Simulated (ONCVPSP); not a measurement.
Mn, ONCV: configuration errors across variants

ONCVPSP 4.0.1 input, shortened (lines: element, Z, core and valence counts, functional; n l f; lmax; l rc ep ncon nbas qcut; lloc lpopt rc5 dvloc0; l nproj debl; icmod fcfact rcfact), PBE, fully relativistic:

```
  Mn 25.00    3    4        4      upf
    1    0    2.00
    2    0    2.00
    2    1    6.00
    3    0    2.00
    3    1    6.00
    3    2    5.00
    4    0    2.00
    2
    0    1.40    0.00    3    6   11.20
    1    1.35    0.00    4    8   12.70
    2    1.60    0.00    4    8    9.10
    4    5    1.15    1.00
    0    2    3.50
    1    2    1.40
    2    2    3.00
    0    0.00    0.00
```

Open shells are filled in proportion to 2j + 1.

In the p channel the program set the typed energies aside and used -1.990, 0.250 Ha (j = l + 1/2; the other j can differ).

All-electron excitation energies from the reference (eV): (1) 3s2 3p6 3d5 4s1 8.416; (2) 3s2 3p6 3d5 4s0 24.015; (3) 3s2 3p6 3d4 4s0 56.534; (4) 3s2 3p6 3d5.5 4s1.5 -0.482.

2 further variants failed, have other tests or too few solved ones, and are left out.

A true bound ghost makes a file unfit for plane-wave use even where its test errors are small: the radial tests pick states by their node count and pass the ghost by.

Errors AE − PS in meV (a dash: test not solved or not reliable):

| change | (1) | (2) | (3) | (4) | bound ghosts | GHOST(+) flags above zero |
| --- | --- | --- | --- | --- | --- | --- |
| base | +1.6 | +6.8 | +33 | +7.4 | s | none |
| p: qcut 8.4 | +1.6 | +6.9 | +33 | +7.4 | s | none |
| p: qcut 9.9 | +1.6 | +6.9 | +33 | +7.4 | s | none |
| p: qcut 11.5 | +1.6 | +6.8 | +33 | +7.4 | s | none |
| p: qcut 14.8 | +1.6 | +7.0 | +33 | +7.5 | s, p1/2 | none |

(1) Give the same row for: p: qcut 13.1.

Results:

(1) +1.6, +6.9, +33, +7.4; bound ghosts: s; GHOST(+) flags above zero: none.
